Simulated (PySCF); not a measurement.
# `InChI=1S/C6H8F2/c1-2-5(7)4-3-6(4)8/h3-5H,2H2,1H3/t4-,5-/m0/s1`

Geometry:
```tsv
atom	x (Å)	y (Å)	z (Å)
C1	1.988	0.366	0.427
C2	1.037	0.496	-0.755
C3	-0.125	-0.494	-0.669
F4	-0.870	-0.392	-1.833
C5	-1.039	-0.239	0.523
C6	-2.523	0.036	0.295
C7	-1.781	1.042	0.633
F8	-1.653	2.321	0.915
H9	1.485	0.611	1.359
H10	2.828	1.043	0.304
H11	2.373	-0.649	0.499
H12	0.628	1.507	-0.800
H13	1.574	0.311	-1.688
H14	0.245	-1.528	-0.644
H15	-0.727	-0.766	1.421
H16	-3.448	-0.389	0.001
```

Computed with TDDFT PBE0/def2-SVPD circular dichroism and optical rotation, one conformer, gas phase in PySCF 2.14.0. Geometry: GFN2-xTB.

The molecule is flexible and this is one conformer; a measurement averages over conformers. States above about 7.4 eV lie in this functional's continuum (it starts at minus the energy of the highest occupied orbital, well below the true ionisation energy for most functionals) and depend on the basis.

(1) Draw the ECD and absorption spectra from the lowest 12 states, each a Gaussian of half-width 0.25 eV at 1/e height.

## Answers

(1) 
| E (eV) | λ (nm) | Δε (L mol⁻¹ cm⁻¹) | ε (L mol⁻¹ cm⁻¹) |
| --- | --- | --- | --- |
| 6.14 | 202 | +0.18 | 44.2 |
| 6.29 | 197 | +1.39 | 342 |
| 6.44 | 193 | +4.91 | 1310 |
| 6.59 | 188 | +6.71 | 2640 |
| 6.74 | 184 | -2.10 | 3250 |
| 6.89 | 180 | -14.36 | 3150 |
| 7.04 | 176 | -11.34 | 2650 |
| 7.19 | 173 | +1.45 | 2080 |
| 7.34 | 169 | +6.57 | 1640 |
| 7.49 | 166 | +4.80 | 1360 |
| 7.64 | 162 | +2.59 | 1300 |
| 7.79 | 159 | -0.89 | 1270 |
| 7.94 | 156 | -4.29 | 1730 |
| 8.09 | 153 | -1.87 | 2520 |
| 8.24 | 151 | +2.25 | 2890 |
| 8.39 | 148 | +1.45 | 3340 |

Δε uses R in velocity form, ε uses f in length form. Only the states computed contribute, so the short-wavelength end is incomplete.

The sign of the CD band at 153 nm isn't settled: the length form gives the opposite one.
